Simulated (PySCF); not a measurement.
CsSr: one state, many levels of theory

State: ²Σ⁺ (doublet), unpaired electrons σ ↑. Set-up: PySCF, scalar-relativistic core potentials, basis sets Cs def2-SVPD with ECP46, Sr def2-SVPD with ECP28. De refers to Cs + Sr in their ground configurations, without counterpoise correction. The functionals are run spin-unrestricted. A positive dipole means Cs(−)Sr(+). Levels whose curve was spin-contaminated or gave no clean fit are not listed.

```tsv
Level	Re (Å)	ωe (cm⁻¹)	De (eV)	μ (D)
ROHF-MP2	5.391	23.0	0.103	n/a
ROHF-SCS-MP2	5.478	21.3	0.086	n/a
ROHF-CCSD	5.355	23.8	0.104	n/a
ROHF-CCSD(T)	5.281	25.4	0.119	n/a
PBE	4.907	37.0	0.184	-1.94
PBEsol	4.830	38.7	0.208	-1.86
BP86	4.951	34.2	0.139	-1.63
r²SCAN	4.980	36.7	0.201	-3.20
TPSSh	4.944	38.5	0.199	-3.26
PBE0	4.948	35.9	0.164	-2.31
LC-ωPBE	4.950	37.2	0.150	-4.17
```

The bond length runs from 4.830 Å (PBEsol) to 5.478 Å (ROHF-SCS-MP2). De spans 0.09 eV (ROHF-SCS-MP2, perturbation theory) to 0.21 eV (PBEsol, GGA).

Correlated steps freeze no core orbitals. The bond is weak. Basis-set superposition, not corrected here, can be much of De in a small basis, most of all at correlated wavefunction levels. Functionals without a dispersion term scatter widely for such bonds, and LDA overbinds them. Spin–orbit coupling is left out. The state was picked by a PBE0 search and need not be the measured ground state.

The whole job (state search and all levels along the bond) took about 4.1 min on 1 thread of Oxide Virtual Turin-like (shared host), peak memory 0.79 GiB.
